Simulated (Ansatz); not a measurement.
Si₂W₂⁻ (the lowest doublet isomer of a short search), 4 atoms. Hardware: 4 threads of Arm Neoverse V1 on a shared host.

In the def2 sets W takes a core potential; there is no spin–orbit coupling. Correlated methods freeze 10 core orbitals; core or outer-core shells of W are correlated, in sets that lack core-valence functions. In CCSD on the charge -1 doublet the largest single amplitude is 0.21, so its Hartree–Fock determinant may place the open shell otherwise than the density functionals do.

How many basis functions does each of these Ansatz runs have, and roughly what does it cost? r2SCAN0-D4/def2-TZVPD, charge -1 quartet, energy, from earlier orbitals; PBE0-D4/def2-SVPD, charge -1 doublet, energy, from earlier orbitals; RPA@PBE/def2-TZVPD, charge -1 doublet, energy, from earlier orbitals; CCSD(T)/def2-SVPD, charge -1 doublet, energy, from earlier orbitals; PBE0-D4/def2-SVP, charge -1 quartet, energy with a search over starts; PBE-D4/def2-TZVPD, charge 0 singlet at the geometry of the charge -1 doublet, energy, from earlier orbitals; LC-ωPBE/def2-TZVPD, charge -1 doublet, energy, from earlier orbitals; PBE0-D4/def2-SVPD, charge -1 doublet, relaxation, 8 steps; MP2/def2-TZVPD, charge -1 quartet, energy, from earlier orbitals; PBE0-D4/def2-TZVPD, charge 0 singlet at the geometry of the charge -1 doublet, energy, from earlier orbitals; HF/def2-TZVPD, charge -1 quartet, energy, from earlier orbitals; HF/def2-TZVPD, charge -1 doublet, energy, from earlier orbitals.

Other jobs shared the machine, so times can vary by a factor of up to 3. A dash marks memory too small to be measured apart from the calling script's.

```json
{"run": "PBE-D4/def2-TZVPD, charge 0 singlet at the geometry of the charge -1 doublet, energy, from earlier orbitals", "functions": "172", "fitting or Cholesky vectors": "1242", "wall time": "2.5 s", "peak host memory (GiB)": "–"}
{"run": "PBE0-D4/def2-TZVPD, charge 0 singlet at the geometry of the charge -1 doublet, energy, from earlier orbitals", "functions": "172", "fitting or Cholesky vectors": "1424", "wall time": "3.7 s", "peak host memory (GiB)": "–"}
{"run": "MP2/def2-TZVPD, charge -1 quartet, energy, from earlier orbitals", "functions": "172", "fitting or Cholesky vectors": "1270", "wall time": "5.5 s", "peak host memory (GiB)": "–"}
{"run": "PBE0-D4/def2-SVPD, charge -1 doublet, energy, from earlier orbitals", "functions": "118", "fitting or Cholesky vectors": "1100", "wall time": "5.5 s", "peak host memory (GiB)": "–"}
{"run": "HF/def2-TZVPD, charge -1 quartet, energy, from earlier orbitals", "functions": "172", "fitting or Cholesky vectors": "1696", "wall time": "9.5 s", "peak host memory (GiB)": "0.82"}
{"run": "HF/def2-TZVPD, charge -1 doublet, energy, from earlier orbitals", "functions": "172", "fitting or Cholesky vectors": "1696", "wall time": "10 s", "peak host memory (GiB)": "0.83"}
{"run": "PBE0-D4/def2-SVP, charge -1 quartet, energy with a search over starts", "functions": "100", "fitting or Cholesky vectors": "966", "wall time": "10 s", "peak host memory (GiB)": "–"}
{"run": "RPA@PBE/def2-TZVPD, charge -1 doublet, energy, from earlier orbitals", "functions": "172", "fitting or Cholesky vectors": "1273", "wall time": "13 s", "peak host memory (GiB)": "–"}
{"run": "LC-ωPBE/def2-TZVPD, charge -1 doublet, energy, from earlier orbitals", "functions": "172", "fitting or Cholesky vectors": "1242", "wall time": "17 s", "peak host memory (GiB)": "0.68"}
{"run": "PBE0-D4/def2-SVPD, charge -1 doublet, relaxation, 8 steps", "functions": "118", "fitting or Cholesky vectors": "1184", "wall time": "35 s", "peak host memory (GiB)": "–"}
{"run": "r2SCAN0-D4/def2-TZVPD, charge -1 quartet, energy, from earlier orbitals", "functions": "172", "fitting or Cholesky vectors": "1424", "wall time": "44 s", "peak host memory (GiB)": "1"}
{"run": "CCSD(T)/def2-SVPD, charge -1 doublet, energy, from earlier orbitals", "functions": "118", "fitting or Cholesky vectors": "1100", "wall time": "89 s", "peak host memory (GiB)": "1.6"}
```
